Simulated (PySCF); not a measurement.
## Deuteron quadrupole couplings in `C=C[C@@]1(C#CC)[SiH2][C@@H]1C`

Compound: C8H12Si.
Cartesian coordinates in Å at the GFN2-xTB level; atoms count from 1:
```xyz
21
C8H12Si angstrom
C     -0.882    2.906   -0.489
C      0.050    1.982   -0.290
C     -0.166    0.605    0.173
C      0.976   -0.237    0.032
C      1.948   -0.933   -0.092
C      3.118   -1.773   -0.238
Si    -1.245    0.334    1.757
C     -1.542   -0.065   -0.053
C     -1.536   -1.485   -0.571
H     -0.626    3.894   -0.829
H     -1.931    2.721   -0.326
H      1.090    2.236   -0.462
H      2.886   -2.638   -0.861
H      3.925   -1.210   -0.708
H      3.457   -2.124    0.738
H     -1.845    1.527    2.324
H     -0.861   -0.757    2.632
H     -2.224    0.564   -0.618
H     -0.865   -2.110    0.014
H     -1.198   -1.508   -1.607
H     -2.537   -1.911   -0.526
```

Level: PBE0/pcSseg-1 (PySCF, non-relativistic); Q(2H) = 0.00286 b; rigid geometry, the same for H and D, with no vibrational averaging.

Question: Rank these positions by the coupling χzz of a deuteron there, largest first.
A. H17 (Si–H hydrogen)
B. H18 (methine hydrogen)
C. H14 (methyl hydrogen)
D. H10 (vinylic hydrogen)

Answer: D (229 kHz), B (215 kHz), C (207 kHz), A (117 kHz).

Tabulate Vzz, the asymmetry η and χzz = 234.96 MHz × Q × Vzz for every hydrogen position.

| atom | bonded to | bond length (Å) | Vzz (au) | η | χzz (kHz) |
| --- | --- | --- | --- | --- | --- |
| H10 | C1 | 1.076 | 0.3405 | 0.06 | 229 |
| H11 | C1 | 1.077 | 0.3386 | 0.07 | 228 |
| H12 | C2 | 1.084 | 0.3173 | 0.07 | 213 |
| H13 | C6 | 1.091 | 0.3080 | 0.02 | 207 |
| H14 | C6 | 1.090 | 0.3085 | 0.02 | 207 |
| H15 | C6 | 1.091 | 0.3072 | 0.02 | 206 |
| H16 | Si7 | 1.450 | 0.1742 | 0.07 | 117 |
| H17 | Si7 | 1.450 | 0.1737 | 0.07 | 117 |
| H18 | C8 | 1.086 | 0.3202 | 0.09 | 215 |
| H19 | C9 | 1.087 | 0.3110 | 0.04 | 209 |
| H20 | C9 | 1.090 | 0.3094 | 0.03 | 208 |
| H21 | C9 | 1.089 | 0.3133 | 0.02 | 211 |

Average by the element that carries the hydrogen.

on C: 213 kHz over 10 positions, mean bond length 1.086 Å; on Si: 117 kHz over 2 positions, mean bond length 1.450 Å.

How does χzz go with the bond length over the 10 C–H bonds?

A straight-line fit has a slope of -15.1 kHz for each 0.01 Å, with a correlation coefficient of -0.98, over lengths from 1.076 to 1.091 Å. The longer bonds have the smaller couplings here.

A static deuteron (I = 1) shows a doublet split by (3/2)χ, (3/4)χ(1 + η) and (3/4)χ(1 − η) with the field along z, y and x of the gradient. What are these for H14?

With |χ| = 207.3 kHz and η = 0.022: 311, 159 and 152 kHz, to first order and without motion.

Geometry: GFN2-xTB, one conformer, isolated molecule. GFN2-xTB frequencies show an imaginary mode (29i cm⁻¹), so this geometry is no minimum at that level. GFN2-xTB bond lengths can be off by several hundredths of an ångström, more for odd bonds, and the gradients follow them. The small basis limits the accuracy of the gradients.

These values come from a run that also computed NMR shieldings. The run took 77 s wall on an Arm Neoverse N1 with one thread, on a shared host, and the process peaked at 1.1 GiB of memory.
